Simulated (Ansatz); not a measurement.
Basis-set extrapolation for C₃H₆OSi, SMILES `C=C1OC1[SiH3]` (PBE0-D4/def2-TZVP geometry, frozen core, the Gaussian-basis code of Ansatz). Multiplicity 1, RHF reference.

|  | def2-TZVPP | def2-QZVPP |
| --- | --- | --- |
| HF | -480.887654 | -480.905203 |
| MP2 correlation | -0.838936 | -0.897151 |
| CCSD(T) correlation | -0.916377 | not run |

Energies in hartree. Use E(X) = E(∞) + A·exp(−7.88·√X) for Hartree–Fock and E(X) = E(∞) + B·X^(−2.97) for correlation, with X = 3 and 4, and add CCSD(T) minus MP2 of the smaller set to the MP2 limit.

Problem. What is the CCSD(T) energy at the basis-set limit?

Solution. HF limit: -480.905203 + (-0.017549) × 0.13774 = -480.90762. MP2 limit: -0.897151 + (-0.058215) × 0.74074 = -0.94027. Higher-order term: -0.916377 − (-0.838936) = -0.07744. Total: -481.92533 hartree, 3.30 eV below CCSD(T)/def2-TZVPP.
